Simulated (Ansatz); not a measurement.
System: C2H7BN, net charge 0, doublet state. It need not be the lowest isomer of its formula. SMILES: C[B]NC
Geometry from a B3LYP-D3(BJ)/def2-TZVP (Ansatz, a program for electronic structure) optimisation:
```xyz
11

C      1.9986     0.4366    -0.3325
B      0.5007     0.5509     0.0912
N     -0.4841    -0.4027    -0.0368
C     -1.8806    -0.2916     0.3600
H      2.2602     1.2114    -1.0579
H      2.2425    -0.5376    -0.7791
H      2.6601     0.5859     0.5249
H     -0.2526    -1.3015    -0.4506
H     -2.0451     0.6940     0.7911
H     -2.1412    -1.0460     1.1069
H     -2.5468    -0.4116    -0.4983
```
Charge 0, spin multiplicity 2.

Computed values are from Ansatz. Correlated levels leave the core frozen unless marked. Open shells are spin-unrestricted. Spin-orbit coupling is left out. No relativistic terms. CBS(X,Y): correlation extrapolated as X^-3; Hartree-Fock from the larger set.

### Question
What is the T1 diagnostic at CCSD/cc-pVQZ?

### Answer
0.013.

### Question
What is the atomisation energy De at CCSD(T)/CBS(cc-pVTZ,cc-pVQZ)?

### Answer
980.0 kcal/mol.

### Question
What is the total energy at CCSD(T)/CBS(cc-pVTZ,cc-pVQZ)?

### Answer
-159.7724 Eh.

### Question
What is the dipole moment at CCSD(T)/aug-cc-pVDZ?

### Answer
1.92 D.
